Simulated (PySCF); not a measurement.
Computed shifts of a molecule C₃H₄ClNSi, PBE/pcSseg-1 (PySCF), GIAO, gas phase, atoms alike by connectivity averaged where their shifts nearly agree, in ppm (number of nuclei): ²⁹Si: -11.2 (1). ¹³C: 185.4 (1), 167.4 (1), 116.9 (1). ¹⁵N: 457.3 (1). ¹H: 8.88 (1), 8.34 (1), 5.79 (1), 5.77 (1). References: ³⁵Cl against HCl (σ = 936.5 ppm); ²⁹Si against TMS (σ = 335.4 ppm); ¹³C against TMS (σ = 182.0 ppm); ¹⁵N against NH3 (σ = 267.0 ppm); ¹H against TMS (σ = 31.49 ppm), references at their B3LYP-D3(BJ)/def2-TZVP geometries, non-relativistic (without spin–orbit terms, shifts of atoms bonded to Cl or Br come out too high). Geometry optimised at PBE0-D3(BJ)/def2-SVP. The values are those of a single conformer.

Which molecule gave these data?
(A) N#C/C([SiH3])=C/Cl
(B) ClC1=CC=N[SiH2]1
(C) C#C/C=N/[SiH2]Cl
(D) Cl[Si@@H]1C=CN=C1

D, Cl[Si@@H]1C=CN=C1
